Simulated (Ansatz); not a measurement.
The free V atom, lowest solution found in each spin (singlets restricted, other states unrestricted); no spin–orbit coupling, and no relativity up to Kr.

Correlated levels freeze the inner cores; with def2 sets outer-core shells near the valence are correlated too. CBS(a, b) extrapolates the correlation energy as X⁻³ and adds the Hartree–Fock energy of set b.

The values were computed with Ansatz (a program for electronic structure). 

```tsv
level	energy of multiplicity 6 less that of multiplicity 4 (kJ/mol)
B97M-V/def2-TZVPP	-62.4
B3LYP/def2-TZVPP	-19.0
BHLYP/def2-TZVPP	20.9
CAM-B3LYP/def2-TZVPP	…
wB97M-V/def2-TZVPP	-4.1
B2PLYP/def2-TZVPP	-4.0
CCSD/def2-QZVPP	11.6
CCSD(T)/def2-TZVPP	…
CCSD(T)/CBS(def2-TZVPP, def2-QZVPP)	11.3
```

Question: Some entries are withheld; supply them.

Answer: 
- CAM-B3LYP/def2-TZVPP, energy of multiplicity 6 less that of multiplicity 4 (kJ/mol): -11.4
- CCSD(T)/def2-TZVPP, energy of multiplicity 6 less that of multiplicity 4 (kJ/mol): 15.7

Doubts at one or more of the structures used: a spin-contaminated determinant (B97M-V/def2-TZVPP, B3LYP/def2-TZVPP, CAM-B3LYP/def2-TZVPP).
